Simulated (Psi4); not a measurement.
Pair of molecules, SMILES S with SMILES [H][H] (the first has 3 atoms); geometry from B3LYP-D3(BJ)/def2-TZVP, rigid monomers moved along the line of their centres of mass till S1···H4 is 3.65 Å.
(charge 0, multiplicity 1):
```xyz
5

S      0.4991    -0.6680     0.1584
H     -0.8080    -0.9414     0.2976
H      0.2840     0.6572     0.1677
H      0.1015    -0.0979     3.7422
H     -0.1081     0.1035     4.4285
```

Method: SAPT0/jun-cc-pV(D+d)Z (Psi4 1.11).

**Question.** Give the four SAPT terms and the total, and say what mostly holds the pair together.

**Answer.** electrostatics -0.24, exchange 0.26, induction -0.05, dispersion -0.15, total -0.18 kcal/mol; the largest attraction is electrostatics.
